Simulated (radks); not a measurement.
Results of a calculation; reference values are marked as such.
Ionisation of neutral copper, [Ar] 3d10 4s1, to [Ar] 3d10 as the strength of local exchange is varied. Code: a radial shooting solver on a logarithmic mesh with Libxc functionals. Model: scalar-relativistic Kohn-Sham, Slater X-alpha exchange (alpha = 2/3 is LDA exchange), no correlation, spin-unpolarised, spherical densities, finite nucleus; Fermi nuclear charge, rms radius 3.8823 fm.

| alpha | E(Cu) (hartree) | exchange (hartree) | IE (eV) | -e of the level emptied (eV) | <r> of it (bohr) |
|---|---|---|---|---|---|
| 0.569 | -1640.60282 | -52.82533 | 6.966 | 3.494 (4s) | 3.051 |
| 0.667 | -1649.73671 | -62.31493 | 7.459 | 3.935 (4s) | 2.975 |
| 0.7 | -1652.82535 | -65.53606 | 7.630 | 4.091 (4s) | 2.950 |
| 0.706 | -1653.38763 | -66.12311 | 7.661 | 4.119 (4s) | 2.945 |
| 1.046 | -1685.60007 | -100.08008 | 9.530 | 5.901 (4s) | 2.701 |

NIST Atomic Spectra Database: 7.726 eV (measured). The Delta-SCF value meets it near alpha = 0.72. Spin polarisation and multiplet splitting are left out, so open shells lie too high by an amount that depends on their filling.

Beside tabulated values, note that spin-unpolarised runs miss the spin-polarisation part of the exchange energy of open shells.
